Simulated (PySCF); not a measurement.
LC-wPBE single point of singlet IH₄⁺ at its PBE0 minimum.

Input, equivalent to the run apart from its starting density:

```python
from pyscf import gto, scf, dft
mol = gto.M(atom='''
I     -0.000000    -0.000000    -0.017404
H      0.000000     1.606536     0.523494
H     -0.000000    -1.606536     0.523494
H      1.606536    -0.000000     0.523494
H     -1.606536     0.000000     0.523494''',
    basis={'I': 'def2-TZVP', 'H': 'def2-TZVP'},
    ecp={'I': 'def2-TZVP'},
    charge=1, spin=0)
mf = dft.RKS(mol, xc='LC_WPBE')
mf.grids.atom_grid = (75, 302)
aux = {'I': 'def2-universal-JKFIT', 'H': 'def2-universal-JKFIT'}
mf = mf.density_fit(auxbasis=aux)
mf.conv_tol = 1e-08
mf.diis_space = 10
mf.max_cycle = 60
mf.verbose = 4
mf.kernel()
```

Excerpt of the output:

```
init E= -299.639013701145
  HOMO = -0.598529481882733  LUMO = -0.221014210649543  gap/eV = 10.27271
cycle= 1 E= -299.640551446894  delta_E= -0.00154  |g|= 0.0172  |ddm|= 0.168
  HOMO = -0.598423306732467  LUMO = -0.220234777548435  gap/eV = 10.29103
cycle= 2 E= -299.640643179943  delta_E= -9.17e-05  |g|= 0.00696  |ddm|= 0.0353
  HOMO = -0.598124314728366  LUMO = -0.219619035264494  gap/eV = 10.29965
cycle= 3 E= -299.640652532348  delta_E= -9.35e-06  |g|= 0.00208  |ddm|= 0.0115
  HOMO = -0.598213187484464  LUMO = -0.219635848789065  gap/eV = 10.30161
cycle= 4 E= -299.64065412063  delta_E= -1.59e-06  |g|= 0.00025  |ddm|= 0.00472
  HOMO = -0.598197157273522  LUMO = -0.219610862445332  gap/eV = 10.30186
cycle= 5 E= -299.640654150283  delta_E= -2.97e-08  |g|= 6.4e-05  |ddm|= 0.000565
  HOMO = -0.598202592041331  LUMO = -0.219618246682564  gap/eV = 10.30180
cycle= 6 E= -299.640654154233  delta_E= -3.95e-09  |g|= 3.68e-05  |ddm|= 0.000213
  HOMO = -0.598202785682341  LUMO = -0.21961786257067  gap/eV = 10.30182
Extra cycle  E= -299.640654154632  delta_E= -3.99e-10  |g|= 1.93e-05  |ddm|= 5.61e-05
converged SCF energy = -299.640654154632
```

This run, together with those of the ionised and electron-attached species (not shown), took 4.7 s on 2 threads of a shared Arm Neoverse V2 host, with 74 basis functions; the process peaked at 0.92 GiB. Launch command: `OMP_NUM_THREADS=2 python axn.py task.json out`.
